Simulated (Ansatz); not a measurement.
Stepwise reaction of `F[SiH2]S[SiH3]` with hydrogen chloride, as a gas-phase model of exchange steps in deposition or etching. ΔE in kJ/mol.

Gas-phase electronic energies from Ansatz, PBE0-D4/def2-TZVP geometries. CBS: MP2 limit from def2 TZ/QZ plus the TZ coupled-cluster correction, frozen cores. This one scheme is used for every species. Functionals use def2-TZVPP. B3LYP here is the variant with VWN-RPA as its local correlation; programs differ in this. Each species was taken in one conformer, which may not be the lowest.

```
step                                                     reaction  PBE-D4  B3LYP-D4  ωB97M-V  CCSD(T)/CBS
   2        `F[SiH2]S[SiH2]Cl` + HCl → `F[SiH](Cl)S[SiH2]Cl` + H₂   -82.3     -82.1    -81.9        -79.7
   3  `F[SiH](Cl)S[SiH2]Cl` + HCl → `F[Si](Cl)(Cl)S[SiH2]Cl` + H₂   -80.8     -77.9    -80.4        -78.3
```

**Question.** Give the row of step 1, `F[SiH2]S[SiH3]` + HCl → `F[SiH2]S[SiH2]Cl` + H₂. (Best estimate.)

**Answer.** Ansatz gave: 
| step | reaction | PBE-D4 | B3LYP-D4 | ωB97M-V | CCSD(T)/CBS |
| --- | --- | --- | --- | --- | --- |
| 1 | `F[SiH2]S[SiH3]` + HCl → `F[SiH2]S[SiH2]Cl` + H₂ | -80.3 | -78.7 | -80.2 | -79.7 |

**Question.** By hand: ΔE of the 3 steps together at CCSD(T)/CBS.

**Answer.** (-79.7) + (-79.7) + (-78.3) = -237.7 kJ/mol, or -79.2 kJ/mol a step.

In ΔE the steps differ by no more than 1.4 kJ/mol. All are downhill at CCSD(T)/CBS. PBE-D4 differs from CCSD(T)/CBS by -2.6 to -0.6 kJ/mol a step. Isolated molecules leave out the surface, adducts and barriers. Largest T1 diagnostic: 0.012.
